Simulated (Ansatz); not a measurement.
`C[SiH]C#N` radical. Total charge 0; spin multiplicity 2.

```xyz
8

C     0.5747   -0.5742    0.8653
Si   -0.5624    0.7209    0.1563
C    -1.0322    0.2850   -1.5664
N    -1.4003   -0.0146   -2.6193
H     0.1011   -1.5568    0.8377
H     0.8208   -0.3355    1.9016
H     1.5027   -0.6204    0.2885
H    -0.0043    2.0955    0.1364
```

Question: List the harmonic frequencies (cm⁻¹, unscaled) at PBE0-D4/def2-TZVP in Ansatz. (Best estimate.)

Answer: Computed: 130, 137, 280, 357, 513, 586, 695, 748, 796, 883, 1272, 1439, 1443, 2233, 2287, 3052, 3137, 3155.

Question: Is this a minimum?

Answer: Yes, all 18 modes are real.

Question: Give the ideal-gas thermochemistry at 298.15 K and 1 bar (rigid rotor, harmonic oscillator; point group C1, symmetry number 1).

Answer: Zero-point energy 138.4 kJ/mol; H(298) − E = 155.9 kJ/mol; entropy 316.7 J/(mol·K), of which translation 161.9, rotation 105.0, vibration 44.1, electronic 5.8; G(298) − E = 61.5 kJ/mol.

Question: Rotational constants (cm⁻¹)?

Answer: 0.5584, 0.1121, 0.09629.
